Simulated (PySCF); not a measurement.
Molecule: `COB(/C=C/F)OC`, C₄H₈BFO₂.

Bonds (- single, = double, # triple, : aromatic): C1-O2, O2-B3, B3-C4, C4=C5, C5-F6, B3-O7, O7-C8. C1 carries H9, H10, H11; C4 carries H12; C5 carries H13; C8 carries H14, H15, H16. Stereochemistry as in COB(/C=C/F)OC.

Frames of a GFN2-xTB Langevin trajectory at 400 K; GIAO PBE0/pcSseg-1 shieldings in PySCF 2.14.0 with density-fitted response routines, gas phase, non-relativistic; equivalent atoms averaged within each frame.

References, each an isolated molecule treated in the same way: TMS for ¹³C (186.93 ppm) and ¹H (31.72 ppm); ¹⁷O (336.08 ppm) vs H2O; BF3·OEt2 for ¹¹B (100.07 ppm); CFCl3 for ¹⁹F (170.95 ppm). The references are static minima.

How do the shifts (ppm) fluctuate along the trajectory?

Answers


```csv
time (fs),C5,C4,C1/C8,O2/O7,B3,F6,H13,H12,H9/H10/H11/H14/H15/H16
optimised geometry,176.2,102.1,54.0,94.7,25.0,-81.9,7.33,5.29,3.90
250,182.0,114.5,55.6,98.2,28.2,-65.5,7.24,7.08,4.19
425,176.4,98.8,50.5,91.3,26.4,-79.6,7.68,5.29,3.62
625,167.7,103.6,57.5,110.5,27.3,-91.2,7.86,5.48,4.20
800,179.1,112.9,48.4,92.4,25.0,-69.4,8.16,5.11,3.81
1000,177.4,99.1,55.0,103.7,26.5,-60.0,7.21,5.45,4.07
mean of frames,176.5,105.8,53.4,99.2,26.7,-73.1,7.63,5.68,3.98
standard deviation,5.4,7.5,3.8,8.0,1.2,12.4,0.41,0.80,0.26
```

5 frames give an uncertainty of the mean of about the standard deviation over 2.2 at best, since frames this close in time may not be independent; classical motion lacks zero-point vibration, and the reference would need the same averaging.
